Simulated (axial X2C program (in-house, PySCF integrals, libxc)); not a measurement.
# Estimating the spin–orbit splitting of the π levels of SrF⁺

All values were computed with an axial X2C code built on PySCF integrals. Spin-free means the one-electron spin-free X2C Hamiltonian; two-component (2c) means X2C with spin–orbit coupling and atomic mean-field two-electron Coulomb and Gaunt terms, so the difference of the two also holds small scalar two-electron terms. Basis: Sr dyall-v4z [13s14p9d4f3g], F dyall-v4z [7s6p3d2f1g] (cores contracted in-house); Gaussian nuclei, density fitting, unrestricted open shells. Masses: Sr 87.906 u, F 18.998 u.

Hartree–Fock at 1.991 Å, closed shell. Valence p splittings ε(p3/2) − ε(p1/2) of spherical Dirac–Hartree–Fock atoms with fractionally filled p shells: F 2p 0.072 eV.

```json
{"filled π level (eV), spin-free": "-19.28", "Sr p share": "< 0.02", "F p share": "0.89"}
```

In first order a p shell splits by 3ζ/2 and a π orbital by ζ. Estimate the splitting of each π level from the shares.

level -19.28 eV: (2/3) × (0.89 × 0.072) = 0.04 eV.

The two-component Hartree–Fock calculation gives:

```csv
ε(ω = 1/2) (eV),σ share of it,ε(ω = 3/2) (eV),splitting (eV),estimate (eV)
-19.324,0.29,-19.262,0.06,0.04
```

The estimate leaves out the mixing of π1/2 with σ1/2 levels, which pushes the ω = 1/2 spinor up or down, the d and f parts of the orbital, small shares of the strongly split outer-core p shell of a metal, the Gaunt term (absent from the atomic values), and the change of the atomic p orbitals with charge; Löwdin shares depend on the basis.
